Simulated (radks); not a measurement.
Charge is removed step by step from the 1s down level of He, starting from 1s(up 1, down 1). Calculated with a radial shooting solver on a logarithmic mesh with Libxc functionals: non-relativistic Kohn-Sham, r2SCAN, spin-polarised, spherical densities, point nucleus; meta-GGA in the generalised Kohn-Sham scheme.

\begin{tabular}{lrr}
removed (e) & E - E(0) (eV) & eigenvalue (eV) \\ \hline
0 & 0.000 & -16.537 \\
0.25 & 4.672 & -20.848 \\
0.5 & 10.418 & -25.073 \\
0.75 & 17.160 & -28.689 \\
\end{tabular}

The mean slope of the eigenvalue, de/dn, is 16.2 eV per electron.
